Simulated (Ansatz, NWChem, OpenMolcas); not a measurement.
CsF (SMILES [F][Cs]): the vertical ionisation energy, rung by rung

CsF has 2 atoms, charge 0, and is taken as a singlet. As SMILES, `[F][Cs]`. The bond length is the measured one.

```xyz
2

F     0.0000    0.0000    0.0000
Cs    0.0000    0.0000    2.3454
```

Each level gives the vertical ionisation energy (to the doublet cation) (eV). The values are calculated.

```json
{"level": "SVWN5/def2-TZVPP (core potential)", "kind": "LDA", "program": "Ansatz", "value (eV)": "9.94", "CPU time (all runs)": "5.2 s"}
{"level": "M06-L/def2-TZVPP (core potential)", "kind": "meta-GGA", "program": "OpenMolcas", "value (eV)": "9.13", "CPU time (all runs)": "28 s"}
{"level": "B3LYP/def2-TZVPP (core potential)", "kind": "global hybrid", "program": "OpenMolcas", "value (eV)": "9.46", "CPU time (all runs)": "21 s"}
{"level": "CAM-B3LYP/def2-TZVPP (core potential)", "kind": "range-separated hybrid", "program": "Ansatz", "value (eV)": "9.48", "CPU time (all runs)": "15 s"}
{"level": "wB97M-V/def2-TZVPP (core potential)", "kind": "range-separated hybrid", "program": "Ansatz", "value (eV)": "9.35", "CPU time (all runs)": "97 s"}
{"level": "B2PLYP/def2-TZVPP (core potential)", "kind": "double hybrid", "program": "Ansatz", "value (eV)": "9.38", "CPU time (all runs)": "16 s"}
{"level": "RPA@PBE/def2-TZVPP (core potential)", "kind": "RPA", "program": "Ansatz", "value (eV)": "9.18", "CPU time (all runs)": "26 s"}
{"level": "MP3/def2-TZVPP (core potential)", "kind": "perturbation theory", "program": "NWChem", "value (eV)": "9.03", "CPU time (all runs)": "22 s"}
{"level": "CCSD/def2-TZVPP (core potential)", "kind": "coupled cluster or CI", "program": "NWChem", "value (eV)": "9.07", "CPU time (all runs)": "55 s"}
```

Spin-orbit coupling, which can split open shells on such heavy atoms by tenths of an eV, is left out. The values span 9.03 to 9.94 eV. Times are those of the runs behind each value, whatever else they computed, on shared processors of several kinds: orders of magnitude only.
